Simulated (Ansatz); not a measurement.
A calculation with Ansatz (development build ahead of 0.2.0).

```yaml
crystal:
  periodic: [false, false, false]
  atoms:
    - { symbol: H, position_ang: [1.59943, -0.00082, -0.00012] }
    - { symbol: H, position_ang: [1.295, 0.94009, 0.00073] }
    - { symbol: H, position_ang: [0.49406, 1.5226, -0.00022] }
    - { symbol: H, position_ang: [-0.4951, 1.52199, -0.00067] }
    - { symbol: H, position_ang: [-1.29362, 0.94067, 0.00055] }
    - { symbol: H, position_ang: [-1.59989, -0.0005, -0.00086] }
    - { symbol: H, position_ang: [-1.29532, -0.94017, -0.00034] }
    - { symbol: H, position_ang: [-0.49487, -1.52121, -0.00076] }
    - { symbol: H, position_ang: [0.49373, -1.52209, 0.00059] }
    - { symbol: H, position_ang: [1.29484, -0.9413, -0.00034] }
basis:
  gaussian: { orbitals: def2-SVP }
total_charge: 1
magnetization:
  spin_polarized: true
  initial_magnetization: 1
hamiltonian:
  xc: hf
output:
  forces: true
```

The input is written out in the form of the current development build from the run's settings.

The run gave:

- Converged: yes
- Total energy: -5.03387 hartree
- Spin squared of the determinant: 0.819
- Stability test: minimum

Forces (eV/Å):
```json
{"atom": "H1", "Fx": "-0.090", "Fy": "3.487", "Fz": "0.002"}
{"atom": "H2", "Fx": "1.877", "Fy": "-2.619", "Fz": "-0.002"}
{"atom": "H3", "Fx": "-1.632", "Fy": "0.169", "Fz": "0.000"}
{"atom": "H4", "Fx": "-0.512", "Fy": "0.045", "Fz": "0.002"}
{"atom": "H5", "Fx": "1.632", "Fy": "1.723", "Fz": "-0.001"}
{"atom": "H6", "Fx": "0.088", "Fy": "-3.501", "Fz": "0.000"}
{"atom": "H7", "Fx": "-1.897", "Fy": "2.637", "Fz": "-0.001"}
{"atom": "H8", "Fx": "1.664", "Fy": "-0.188", "Fz": "0.001"}
{"atom": "H9", "Fx": "0.496", "Fy": "-0.048", "Fz": "-0.002"}
{"atom": "H10", "Fx": "-1.625", "Fy": "-1.707", "Fz": "0.001"}
```

Caution: the charge can sit on one fragment and break the point group; the determinant breaks the point group.
